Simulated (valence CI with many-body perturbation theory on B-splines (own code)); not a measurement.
# Forbidden lines of Pt38+

Level of theory: configuration interaction combined with many-body perturbation theory (CI+MBPT): four valence electrons over a frozen Dirac-Fock core [Kr], radial functions for each j: 7 s, 7 p, 8 d, 6 f, 4 g, 1 h, with the one-electron correlation potential Σ1 (screened to all orders), the two-electron term Σ2, the three-electron term Σ3, Breit, model QED; selected single and double excitations, second order for the rest, scaled by the run's own slope (own B-spline code, finite nucleus).

No measured spectrum was set against this ion. As an estimate, large intervals hold to a few tenths of a per cent, small ones and those within an open d or f shell to about a per cent. The list stops below the first excitations out of the core.

Lines 1 to 50 of 119 in falling wavelength, among levels below 1111500 cm⁻¹, chosen from the decays that carry over 1 % of a level's rate. Wavelengths and rates use the calculated energies. Weak lines are less certain than strong ones. Lines between different terms over intervals too small for the method are left out, as are lines whose strength nearly cancels. The highest levels of a list are the least certain. Branching is blank where the lifetime is uncertain.

Levels are named by their leading jj configuration (3d3/2^4 stands for four electrons in 3d with j = 3/2), which in mixed levels can hold well under half, so a name can repeat and another be missing. Letters in brackets count levels of one name in rising energy.

```csv
λ vac (nm),Upper,Lower,Type,A (s⁻¹),Branch %
853.8,(4d3/2^3 4d5/2) J=3,(4d3/2^3 4d5/2) J=2,M1,2.14e+01,35.4
816.4,(4d3/2^2 4d5/2^2) J=6,(4d3/2^2 4d5/2^2) J=5,M1,1.34e+01,51.6
609.2,(4d3/2^3 4d5/2) J=3,(4d3/2^3 4d5/2) J=4,M1,3.89e+01,64.5
227.0,(4d3/2^2 4d5/2^2) J=4 [b],(4d3/2^2 4d5/2^2) J=3 [a],M1,5.55e+02,2.2
208.7,(4d3/2^3 4d5/2) J=2,(4d3/2^3 4d5/2) J=1,M1,1.89e+03,96.1
186.9,(4d3/2^2 4d5/2^2) J=2 [d],(4d3/2^2 4d5/2^2) J=2 [c],M1,1.28e+03,10.1
166.3,(4d3/2^2 4d5/2^2) J=2 [b],(4d3/2^2 4d5/2^2) J=2 [a],M1,1.15e+03,3.2
159.1,(4d3/2^2 4d5/2^2) J=4 [c],(4d3/2^2 4d5/2^2) J=3 [b],M1,6.00e+02,
155.2,(4d3/2 4d5/2^3) J=0,(4d3/2 4d5/2^3) J=1 [a],M1,2.23e+03,1.7
105.1,(4d3/2^2 4d5/2^2) J=2 [d],(4d3/2^2 4d5/2^2) J=2 [b],M1,9.92e+02,7.9
98.36,(4d3/2^2 4d5/2^2) J=2 [d],(4d3/2^2 4d5/2^2) J=3 [b],M1,3.30e+02,2.6
95.75,(4d3/2 4d5/2^3) J=1 [b],(4d3/2^2 4d5/2^2) J=0 [b],M1,9.02e+03,4.2
94.43,(4d3/2 4d5/2^3) J=3 [b],(4d3/2^2 4d5/2^2) J=2 [d],M1,2.84e+03,1.6
92.11,(4d3/2^2 4d5/2^2) J=4 [c],(4d3/2^2 4d5/2^2) J=4 [a],M1,3.57e+03,
87.08,(4d3/2^2 4d5/2^2) J=2 [d],(4d3/2^2 4d5/2^2) J=1,M1,2.95e+02,2.3
85.59,(4d3/2 4d5/2^3) J=2 [b],(4d3/2 4d5/2^3) J=3 [a],M1,2.94e+03,1.9
81.84,(4d5/2^4) J=4,(4d3/2 4d5/2^3) J=3 [c],M1,3.98e+03,1.0
72.74,(4d3/2^2 4d5/2^2) J=2 [a],(4d3/2^3 4d5/2) J=3,M1,2.05e+03,1.0
69.84,(4d3/2^2 4d5/2^2) J=2 [d],(4d3/2^2 4d5/2^2) J=3 [a],M1,1.20e+03,9.6
68.78,(4d3/2^2 4d5/2^2) J=4 [a],(4d3/2^3 4d5/2) J=3,M1,1.24e+04,10.9
68.12,(4d3/2 4d5/2^3) J=3 [a],(4d3/2^2 4d5/2^2) J=2 [b],M1,3.18e+03,1.1
67.03,(4d3/2^2 4d5/2^2) J=2 [a],(4d3/2^3 4d5/2) J=2,M1,3.37e+04,16.7
66.86,(4d3/2^2 4d5/2^2) J=3 [a],(4d3/2^3 4d5/2) J=3,M1,6.48e+04,57.6
66.32,(4d3/2 4d5/2^3) J=3 [a],(4d3/2^2 4d5/2^2) J=4 [b],M1,1.00e+04,3.4
65.86,(4d3/2 4d5/2^3) J=1 [b],(4d3/2^2 4d5/2^2) J=2 [d],M1,3.59e+04,16.7
65.60,(4d3/2 4d5/2^3) J=2 [a],(4d3/2^2 4d5/2^2) J=2 [c],M1,9.62e+03,4.0
65.57,(4d3/2 4d5/2^3) J=3 [c],(4d3/2^2 4d5/2^2) J=2 [d],M1,1.06e+04,7.2
64.40,(4d3/2^2 4d5/2^2) J=2 [d],(4d3/2^2 4d5/2^2) J=2 [a],M1,2.22e+02,1.8
64.37,(4d5/2^4) J=2,(4d3/2 4d5/2^3) J=3 [c],M1,1.76e+04,4.4
62.73,(4d3/2 4d5/2^3) J=3 [b],(4d3/2^2 4d5/2^2) J=2 [c],M1,2.89e+03,1.6
62.00,(4d3/2^2 4d5/2^2) J=3 [a],(4d3/2^3 4d5/2) J=2,M1,4.76e+04,42.3
61.80,(4d3/2^2 4d5/2^2) J=4 [a],(4d3/2^3 4d5/2) J=4,M1,1.01e+05,89.0
61.64,(4d3/2^2 4d5/2^2) J=0 [b],(4d3/2^2 4d5/2^2) J=1,M1,3.28e+04,41.5
61.34,(4d3/2^3 4d5/2) J=1,(4d3/2^4) J=0,M1,1.10e+05,100.0
61.27,(4d3/2 4d5/2^3) J=1 [a],(4d3/2^2 4d5/2^2) J=2 [b],M1,1.28e+04,3.4
59.35,(4d3/2 4d5/2^3) J=2 [b],(4d3/2^2 4d5/2^2) J=2 [d],M1,7.19e+03,4.6
59.24,(4d5/2^4) J=4,(4d3/2 4d5/2^3) J=3 [b],M1,1.46e+04,3.8
58.01,(4d3/2 4d5/2^3) J=5,(4d3/2^2 4d5/2^2) J=4 [b],M1,5.13e+04,35.9
56.97,(4d3/2 4d5/2^3) J=4 [a],(4d3/2^2 4d5/2^2) J=5,M1,1.18e+04,4.6
54.84,(4d3/2^2 4d5/2^2) J=5,(4d3/2^3 4d5/2) J=4,M1,5.85e+04,99.9
54.67,(4d3/2 4d5/2^3) J=1 [a],(4d3/2^2 4d5/2^2) J=1,M1,6.88e+04,18.5
53.24,(4d3/2 4d5/2^3) J=5,(4d3/2^2 4d5/2^2) J=6,M1,2.77e+04,19.4
52.74,(4d3/2^2 4d5/2^2) J=1,(4d3/2^3 4d5/2) J=2,M1,1.18e+05,98.1
52.33,(4d3/2^2 4d5/2^2) J=3 [b],(4d3/2^3 4d5/2) J=3,M1,1.49e+04,18.5
52.27,(4d3/2 4d5/2^3) J=3 [c],(4d3/2^2 4d5/2^2) J=4 [c],M1,6.70e+04,45.5
52.11,(4d3/2 4d5/2^3) J=4 [a],(4d3/2^2 4d5/2^2) J=3 [a],M1,6.19e+04,23.9
52.06,(4d3/2 4d5/2^3) J=6,(4d3/2^2 4d5/2^2) J=6,M1,5.56e+04,45.4
51.65,(4d3/2^2 4d5/2^2) J=0 [a],(4d3/2^3 4d5/2) J=1,M1,2.96e+05,100.0
51.65,(4d3/2^2 4d5/2^2) J=4 [b],(4d3/2^3 4d5/2) J=3,M1,2.34e+04,94.1
51.53,(4d3/2 4d5/2^3) J=2 [a],(4d3/2^2 4d5/2^2) J=2 [b],M1,5.81e+04,24.1
```
